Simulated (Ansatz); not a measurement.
The first iterations of a band of GaH3O (5 atoms, charge 0, multiplicity 1).

These are results of RKS B3LYP-D4/def2-TZVP in Ansatz 0.2.0, not measurements.

* movable images: 7
* climbing image: yes
* spring: 5.0 eV/Å²
* optimiser: quadratic models (default)
* start path: through a guess of the saddle point
* force threshold: 0.05 eV/Å
* iteration limit: 60
* end points: relaxed

Image 0:

```xyz
5
Properties=species:S:1:pos:R:3
O 0.805 -0.726 0.696
Ga -0.158 0.449 -0.267
H 0.408 -1.599 0.774
H -1.514 -0.049 -0.870
H 0.509 1.851 -0.376
```

Image 8:

```xyz
5
Properties=species:S:1:pos:R:3
O 0.853 -0.003 0.225
Ga -0.956 0.745 -1.267
H 0.363 -0.662 0.731
H -1.560 -0.698 -0.576
H 1.349 0.544 0.845
```

| iteration | highest image above the first end (eV) | largest band force component (eV/Å) |
| --- | --- | --- |
| 1 | 5.269 | 9.670 |
| 2 | 3.326 | 4.176 |
| 3 | 2.729 | 1.848 |
| 4 | 2.562 | 0.903 |

Task: Does the band converge within its limit, and where does its top end?

Result: The forces met the threshold. It ended after 13 iterations with the highest image 2.512 eV above the first end. The profile has 2 maxima (images 1, 4) with wells between them (image 2): this band takes more than one step, which may be the mechanism or a detour left from its start path. Neighbouring images differ by up to 1.7 eV, so the band resolves the path poorly. A vibrational analysis at the climbing image gives one clearly imaginary mode, 1431i cm⁻¹: a first-order saddle point. The orbitals stay closed-shell, which can raise the energy where a bond breaks towards radicals; this wasn't checked here.

The run took 110 s on 2 threads of Arm Neoverse V1 (shared host), peak memory 0.16 GiB.
